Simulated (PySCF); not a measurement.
C4H8Si, SMILES C1=CC[SiH2]C1.

Geometry: PBE0-D3(BJ)/def2-SVP. The values are those of a single conformer.

All values below come from PBE/def2-TZVP (PySCF).

Symmetry labels are those of the subgroup Cs that the program uses (full group Cs).

List the valence orbital energies around the gap with their symmetry. (An estimate is asked for; the answer gives what the named calculation found.)


```tsv
orbital	symmetry	energy (eV)
HOMO−7	A'	-10.58
HOMO−6	A"	-9.79
HOMO−5	A'	-9.29
HOMO−4	A"	-8.65
HOMO−3	A'	-7.88
HOMO−2	A'	-7.49
HOMO−1	A"	-7.09
HOMO	A'	-5.97
LUMO	A"	-0.60
LUMO+1	A"	0.02
LUMO+2	A'	0.18
LUMO+3	A'	0.80
```
